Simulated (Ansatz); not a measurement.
```yaml
crystal:
  periodic: [false, false, false]
  atoms:
    - {symbol: O, position_ang: [-0.542738, 0.334304, 1.718769]}
    - {symbol: B, position_ang: [-0.111271, -0.044020, 0.516734]}
    - {symbol: O, position_ang: [-0.158485, -1.086167, -0.337068]}
    - {symbol: C, position_ang: [0.578350, 0.107204, -0.804647]}
    - {symbol: Br, position_ang: [-0.234921, 1.034818, -2.272115]}
    - {symbol: H, position_ang: [-1.087266, -0.320850, 2.166844]}
    - {symbol: H, position_ang: [1.617532, -0.093289, -1.034217]}
basis:
  gaussian: {orbitals: def2-SVP}
magnetization: {spin_polarized: true, initial_magnetization: 6}
hamiltonian: {xc: {name: PBE0-DH}}
```

```sh
$ ansatz run in.yaml --threads 4 --pin off --events-out ev --progress --plain --max-ram 10444MiB
```

Shortened log:

```
Functional definition: PBE0-DH
951 factors; integrals over basis functions are off by at most 9.3e-4 eV
mean field evaluation 1: about -75818.8402 eV, gradient 4.6e1 eV
mean field evaluation 2: about -75818.9553 eV, gradient 4.6e1 eV
mean field evaluation 4: about -75830.7830 eV, gradient 1.7e1 eV
mean field evaluation 8: about -75833.1537 eV, gradient 1.6e0 eV
mean field evaluation 16: about -75833.2391 eV, gradient 6.6e-2 eV
mean field evaluation 32: about -75833.2403 eV, gradient 1.6e-3 eV
mean field -75833.24025225 eV, -2786.8201776537 hartree, gradient 7.9e-7 eV, S^2 12.014553; 4 other end points of the search recorded, 0 dependent functions left out
13 core orbitals not correlated: weight in the atoms' cores, before any rotation towards them, 1.000 or more for the frozen orbitals, at most 0.000 for the correlated occupied ones
reference -75833.24027083 eV, -2786.8201783366 hartree; 22, 16 occupied and 63, 69 virtual orbitals, 951 factors
second order -25.01342585 eV of doubles, -0.00000000 eV of singles
Total energy: -75836.36694906 eV, -2786.9350816423 hartree
```

Q: Something in this input is off. What?

A: The spin is set far too high for this molecule. The calculation finished and met its thresholds. The result belongs to that input, not to the molecule as meant.
